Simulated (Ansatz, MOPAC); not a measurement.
Species: SiAsH4, charge 0, multiplicity 2. SMILES: [AsH2][SiH2]
Geometry: optimised at B3LYP-D3(BJ)/def2-TZVP (Ansatz, a quantum-chemistry and plane-wave program).

Property: vertical electron affinity to the singlet, in eV. Conventions: valence correlation only (noble-gas shells and the d and f shells of earlier blocks); LANL2DZ with its own core potentials from Na on; each state is the SCF solution reached for its charge and spin; open shells spin-unrestricted; dispersion terms only where a functional's name holds one; non-relativistic; no spin-orbit coupling; 6-31G* and kin with 6d, 5d where marked; PM7 with its own dispersion and hydrogen-bond terms. First-principles rows: single points at B3LYP-D3(BJ) geometries (Ansatz). Semi-empirical rows: differences of heats of formation at the shared geometry for vertical values. Sets without +, aug- or the D of def2-TZVPD hold no diffuse functions, which anions need.

```json
[
 {"level": "AM1", "program": "MOPAC", "vertical electron affinity to the singlet (eV)": "1.49"},
 {"level": "PM3", "program": "MOPAC", "vertical electron affinity to the singlet (eV)": "2.15"},
 {"level": "PM6", "program": "MOPAC", "vertical electron affinity to the singlet (eV)": "1.85"},
 {"level": "PM7", "program": "MOPAC", "vertical electron affinity to the singlet (eV)": "1.50"},
 {"level": "MNDO", "program": "MOPAC", "vertical electron affinity to the singlet (eV)": "1.14"},
 {"level": "HF/6-31G* with LANL2DZ past Ar", "program": "Ansatz", "vertical electron affinity to the singlet (eV)": "0.00"},
 {"level": "B3LYP/6-31G*", "program": "Ansatz", "vertical electron affinity to the singlet (eV)": "0.84"},
 {"level": "MP2/6-31G*", "program": "Ansatz", "vertical electron affinity to the singlet (eV)": "0.41"},
 {"level": "MP2/6-31G* with LANL2DZ past Ar", "program": "Ansatz", "vertical electron affinity to the singlet (eV)": "0.38"},
 {"level": "PBE0/def2-TZVPD", "program": "Ansatz", "vertical electron affinity to the singlet (eV)": "1.04"},
 {"level": "wB97M-V/def2-TZVPD", "program": "Ansatz", "vertical electron affinity to the singlet (eV)": "1.18"},
 {"level": "wB97X-V/def2-TZVPD", "program": "Ansatz", "vertical electron affinity to the singlet (eV)": "1.11"}
]
```

No value to compare with is used here. The 9 habitual levels span 0.00 (HF/6-31G* with LANL2DZ past Ar) to 2.15 eV (PM3); wB97M-V/def2-TZVPD gives 1.18.

The levels are drawn from those run, B3LYP/6-31G* more often than the rest, none by its result; runs whose electronic state is in doubt are left out.
